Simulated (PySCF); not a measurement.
**Field gradients at the hydrogen positions**

Compound: C7H16N2.
Cartesian coordinates in Å at the GFN2-xTB level; atoms count from 1:
```xyz
25
C7H16N2 angstrom
C      3.2333    0.5951    0.4291
C      2.0413   -0.2392   -0.0189
C      1.1401    0.5339   -0.9774
N      0.0312   -0.3017   -1.4011
N     -0.8131   -0.6985   -0.3336
C     -1.4401   -1.9599   -0.6802
C     -1.7744    0.3010    0.0383
C     -1.4272    1.2809    1.1202
C     -2.4311    0.2009    1.3811
H      3.8323    0.8981   -0.4274
H      3.8655    0.0249    1.1055
H      2.9013    1.4937    0.9455
H      2.3841   -1.1447   -0.5206
H      1.4480   -0.5433    0.8440
H      0.8117    1.4710   -0.5000
H      1.6981    0.7940   -1.8814
H     -0.5048    0.1727   -2.1360
H     -0.6548   -2.6660   -0.9381
H     -1.9928   -2.3288    0.1806
H     -2.1292   -1.8680   -1.5325
H     -2.3927    0.6744   -0.7873
H     -0.4650    1.1811    1.5960
H     -1.7692    2.3005    1.0199
H     -2.1289   -0.6125    2.0214
H     -3.4745    0.4645    1.4621
```

Level: PBE0/pcSseg-1 (PySCF, non-relativistic); Q(2H) = 0.00286 b; rigid geometry, the same for H and D, with no vibrational averaging.

**Question.** Rank these positions by the coupling χzz of a deuteron there, largest first.
A. H16 (methylene hydrogen)
B. H24 (methylene hydrogen)
C. H19 (methyl hydrogen)
D. H15 (methylene hydrogen)
E. H17 (N–H hydrogen)
F. H14 (methylene hydrogen)

**Answer.** E (244 kHz), B (224 kHz), C (209 kHz), F (205 kHz), A (200 kHz), D (190 kHz).

**Question.** Tabulate Vzz, the asymmetry η and χzz = 234.96 MHz × Q × Vzz for every hydrogen position.

**Answer.** 
```
atom  bonded to  bond length (Å)  Vzz (au)     η  χzz (kHz)
 H10         C1            1.088    0.3149  0.02        212
 H11         C1            1.087    0.3174  0.01        213
 H12         C1            1.088    0.3147  0.02        212
 H13         C2            1.091    0.3074  0.01        207
 H14         C2            1.090    0.3046  0.01        205
 H15         C3            1.102    0.2827  0.04        190
 H16         C3            1.094    0.2981  0.06        200
 H17         N4            1.026    0.3636  0.21        244
 H18         C6            1.087    0.3112  0.04        209
 H19         C6            1.087    0.3117  0.06        209
 H20         C6            1.100    0.2891  0.07        194
 H21         C7            1.097    0.2953  0.12        198
 H22         C8            1.078    0.3341  0.06        224
 H23         C8            1.080    0.3313  0.07        223
 H24         C9            1.078    0.3337  0.06        224
 H25         C9            1.079    0.3326  0.07        223
```

**Question.** Average by the element that carries the hydrogen.

**Answer.** on C: 210 kHz over 15 positions, mean bond length 1.089 Å; on N: 244 kHz over 1 position, mean bond length 1.026 Å.

**Question.** How does χzz go with the bond length over the 15 C–H bonds?

**Answer.** A straight-line fit has a slope of -14.5 kHz for each 0.01 Å, with a correlation coefficient of -0.99, over lengths from 1.078 to 1.102 Å. The longer bonds have the smaller couplings here.

**Question.** Give the 2H NMR doublet splittings at H18 for a magnetic field along the z, y and x axes of the gradient: 3χ/2, 3χ(1 + η)/4, 3χ(1 − η)/4.

**Answer.** With |χ| = 209.1 kHz and η = 0.044: 314, 164 and 150 kHz, to first order and without motion.

Isolated species at its GFN2-xTB geometry (one conformer only). GFN2-xTB bond lengths can be off by several hundredths of an ångström, more for odd bonds, and the gradients follow them. These gradients aren't converged with respect to the basis.
